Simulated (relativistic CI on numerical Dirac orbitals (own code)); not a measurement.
What each ingredient does to the levels of Rb²⁹⁺

Base calculation: Dirac-Coulomb-Breit CI, separate exchange-only KLI orbitals for each configuration, model QED, unscaled Slater integrals.

CI space (outside the closed core 1s2): 2s2.2p4, 2s.2p5, 2p6, 2p5.3s, 2p5.3p, 2p5.3d, 2s2.2p3.3s, 2s2.2p3.3p, 2s2.2p3.3d, 2s.2p4.3s, 2s.2p4.3p, 2s.2p4.3d, 2s2.2p3.4s, 2s2.2p3.4p, 2s2.2p3.4d, 2s2.2p3.4f, 2s.2p4.4s, 2s.2p4.4p, 2s.2p4.4d, 2s.2p4.4f, 2s2.2p2.3s2, 2s2.2p3.5s, 2s2.2p2.3s.3p, 2s2.2p3.5p, 2s2.2p3.5d, 2s2.2p3.5f, 2s2.2p3.5g, 2s2.2p2.3p2, 2s2.2p2.3s.3d, 2s2.2p2.3p.3d, 2s.2p3.3s2, 2s2.2p2.3d2, 2s.2p3.3s.3p, 2s.2p4.5s, 2s.2p3.3p2, 2s.2p3.3s.3d. Levels of other configurations are missing.

The lowest level and the first level of each name with at least 55 % of one term (blank where a level has no safe partner in the second run):

```tsv
Level	Base (eV)	Shift (eV)
2s2.2p4 3P_2	0.00	0.00
2s2.2p4 3P_1	59.62	0.00
2s2.2p4 1D_2	72.66	-0.02
2s.2p5 3P°_2	221.20	-0.10
2s.2p5 3P°_1	246.86	+0.03
2s.2p5 3P°_0	285.62	-0.10
2s.2p5 1P°_1	316.60	+0.26
2p6 1S_0	499.18	+1.09
2s2.2p3.3s 3D°_3	1985.71	
2s2.2p3.3s 1D°_2	1989.40	
2s2.2p3.3p 3P_0	2002.06	
2s2.2p3.3s 3P°_0	2003.16	
2s2.2p3.3s 3P°_1	2004.85	
2s2.2p3.3p 3D_3	2049.23
```

At this charge energies of transitions that change n are usually good to better than 1 %, and those within a shell (Δn = 0) to a few per cent.

Task: One thing was changed in a second run, which moved the levels as shown. Which?
A. only the first 3 configurations
B. Breit term removed
C. QED terms removed
D. configuration mixing switched off

Result: A. Only the first 3 configurations. With fewer configurations the levels that remain lose their mixing partners.

LS names give the leading component of a level, which can be under half, so a name can repeat, a term be missing and a line seem to break the LS rules.
